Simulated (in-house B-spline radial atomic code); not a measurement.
**Ionising Br II (Br+) with different functionals**

Computed with a B-spline radial code for spherical atoms: four-component Dirac-Coulomb Hamiltonian, Fermi nucleus of rms radius 4.1629 fm, spin-restricted, spherical fractional occupations for the functionals, and exact exchange of hybrids averaged over the configuration. The ionisation energy is the difference of two self-consistent energies, [Ar] 3d10 4s2 4p4 → [Ar] 3d10 4s2 4p3, without Breit or QED terms; ε is the level of the shell that loses the electron (mean over j). The electron is taken from both j subshells in proportion to 2j + 1, so the result is a j average, not the step between ground levels.

```tsv
method	rung	ΔSCF (eV)	-ε(4p) (eV)
B3LYP	global hybrid	22.81	18.69
B97-1	global hybrid	22.71	18.67
wB97X	range-separated hybrid	22.64	21.41
LC-wPBE	range-separated hybrid	22.86	21.92
```

Among the functionals, which spreads more, the ΔSCF values or the orbital energies?

The orbital energies: ΔSCF values span about 0.22 eV and the orbital energies 3.26 eV; here energy differences depend much less on the functional than eigenvalues do.

How do they compare with the NIST value?

NIST lists 21.591 eV (measured, ground level to ground level). Errors run from +1.05 to +1.27 eV. The correlated functionals all miss on the same side by more than they spread, so the cause is common to them (Breit-QED terms, spin polarisation, the choice among j levels, multiplet and fine-structure energies, or a listed next ion that isn't the cheapest removal here) and closeness doesn't rank the functionals.
